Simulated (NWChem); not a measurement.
Molecule: GaN, triplet; SMILES [N]=[Ga]

```xyz
2

Ga     0.0000     0.0000    -0.3413
N      0.0000     0.0000     1.4740
```
Atoms are numbered in this order, from 1.

Results from NWChem. Pople sets run with spherical d functions. Spin-unrestricted. The state is orbitally degenerate and is run as one real component. Coordinates come from a PBE0/def2-SVP, spin-unrestricted optimisation. No stability test was run on the SCF state. Vzz is the largest principal value of the second derivative of the potential at the nucleus (NWChem prints the opposite sign); η is the asymmetry. Non-relativistic.

```csv
level,Vzz Ga1 (a.u.),η Ga1,Vzz N2 (a.u.),η N2
B3LYP/def2-SVP,1.309,0.72,-1.181,0.26
B3LYP/def2-TZVP,-1.634,0.97,-1.268,0.28
PBE/def2-TZVP,[?],[?],[?],0.41
PBE/6-31G*,1.264,0.68,-1.087,0.39
```

**Question.** Some entries are withheld; supply them.

**Answer.** 
- PBE/def2-TZVP, Vzz Ga1 (a.u.): 1.640
- PBE/def2-TZVP, η Ga1: 0.86
- PBE/def2-TZVP, Vzz N2 (a.u.): -1.194
